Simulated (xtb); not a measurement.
Job for xtb: GFN-FF on CH5BS (SMILES BSC), a point of a torsion scan.

```
$ xtb mol.xyz --gfnff --sp --chrg 0 --uhf 0
8

B      1.55122868     0.02887883     0.21148070
S      0.10900180     0.67046201     0.95327204
C     -1.24602250     0.00135461    -0.08154136
H      1.47192910    -0.65761514    -0.72968199
H      2.57042801     0.31897289     0.69839202
H     -1.21700404    -1.08266283    -0.05554819
H     -2.17981371     0.35990959     0.33800195
H     -1.13213681     0.36021090    -1.09884737
```

It printed:

```
[...]
           -------------------------------------------------
          |                Calculation Setup                |
           -------------------------------------------------



          ==================== Thresholds ====================
          CN  :   150.00000
          rep :   500.00000
          disp:  2500.00000
          HB1 :   250.00000
          HB2 :   450.00000

          Pauling EN used:
          Z : 1  EN :  2.20
          Z : 5  EN :  2.04
          Z : 6  EN :  2.55
          Z :16  EN :  2.58
          electric field strengths (au): 0.000

           -------------------------------------------------
          |           Force Field Initialization            |
           -------------------------------------------------

          distances ...
          ----------------------------------------
          generating topology and atomic info file ...
          pair mat ...
          computing topology distances matrix with Floyd-Warshall algo ...
          making topology EEQ charges ...
          #fragments for EEQ constrain: 1
          ----------------------------------------
          generating topology and atomic info file ...
          pair mat ...
          computing topology distances matrix with Floyd-Warshall algo ...
          making topology EEQ charges ...
          #fragments for EEQ constrain: 1
          rings ...
          # BATM   22
          # H in HB   2
          doing iterative Hueckel for 1 subsystem(s) ...

  atom   neighbors  erfCN metchar sp-hybrid imet pi  qest     coordinates
    1  B       3    2.76   0.02         2    0    1  -0.041    2.931397    0.054573    0.399641
    2  S       2    1.92   0.00         3    0    1  -0.091    0.205984    1.266990    1.801423
    3  C       4    3.48   0.00         3    0    0  -0.043   -2.354641    0.002560   -0.154091
    4  H       1    0.96   0.01         0    0    0   0.036    2.781543   -1.242713   -1.378899
    5  H       1    0.96   0.01         0    0    0   0.036    4.857405    0.602771    1.319770
    6  H       1    0.97   0.00         0    0    0   0.034   -2.299804   -2.045936   -0.104971
    7  H       1    0.97   0.00         0    0    0   0.034   -4.119251    0.680131    0.638731
    8  H       1    0.97   0.00         0    0    0   0.034   -2.139429    0.680700   -2.076521

          #atoms :   8
          #bonds :   7
          #angl  :   10
          #tors  :   6
          #nmol  :   1
          #optfrag :   1
           -------------------------------------------------
          |                   G F N - F F                   |
          |          A general generic force-field          |
          |                  Version 1.0.3                  |
           -------------------------------------------------
          Number of HB bonds (bound hydrogen)     0
          Number of HB bonds (unbound hydrogen)   0
          Number of XB bonds                      0

 E+G (total)                   0 d,  0 h,  0 min,  0.000 sec
 distance/D3 list               ...        0 min,  0.000 sec (  1.359%)
 non bonded repulsion           ...        0 min,  0.000 sec ( 15.324%)
 dCN                            ...        0 min,  0.000 sec (  4.565%)
 EEQ energy and q               ...        0 min,  0.000 sec (  8.717%)
 D3                             ...        0 min,  0.000 sec ( 17.077%)
 EEQ gradient                   ...        0 min,  0.000 sec (  4.449%)
 bonds                          ...        0 min,  0.000 sec ( 10.543%)
 bend and torsion               ...        0 min,  0.000 sec ( 15.867%)
 bonded ATM                     ...        0 min,  0.000 sec (  5.707%)
Note: The following floating-point exceptions are signalling: IEEE_UNDERFLOW_FLAG IEEE_DENORMAL
normal termination of xtb
 HB/XB (incl list setup)        ...        0 min,  0.000 sec ( 11.042%)

         :::::::::::::::::::::::::::::::::::::::::::::::::::::
         ::                     SUMMARY                     ::
         :::::::::::::::::::::::::::::::::::::::::::::::::::::
         :: total energy              -0.912707304481 Eh    ::
         :: gradient norm              0.038386512475 Eh/a0 ::
         ::.................................................::
         :: bond energy               -0.941803940867 Eh    ::
         :: angle energy               0.001587620149 Eh    ::
         :: torsion energy             0.000000187070 Eh    ::
         :: repulsion energy           0.034794753126 Eh    ::
         :: electrostat energy        -0.004425034984 Eh    ::
         :: dispersion energy         -0.002806460103 Eh    ::
         :: HB energy                  0.000000000000 Eh    ::
         :: XB energy                  0.000000000000 Eh    ::
         :: bonded atm energy         -0.000054428872 Eh    ::
         :: external energy            0.000000000000 Eh    ::
         :: add. restraining           0.000000000000 Eh    ::
         :: total charge               0.000000000000 e     ::
         :::::::::::::::::::::::::::::::::::::::::::::::::::::

           -------------------------------------------------
          |                Property Printout                |
           -------------------------------------------------

molecular dipole:
                 x           y           z       tot (Debye)
 q only:       -0.044      -0.189      -0.262       0.829

           -------------------------------------------------
          | TOTAL ENERGY               -0.912707304481 Eh   |
          | GRADIENT NORM               0.038386512475 Eh/α |
           -------------------------------------------------
########################################################################
[WARNING] Runtime exception occurred
-1- gfnff_setup: Could not read topology file.
########################################################################

------------------------------------------------------------------------
------------------------------------------------------------------------
 total:
 SCF:
```

The run finished.

Cost: very roughly 0.010 core-seconds.
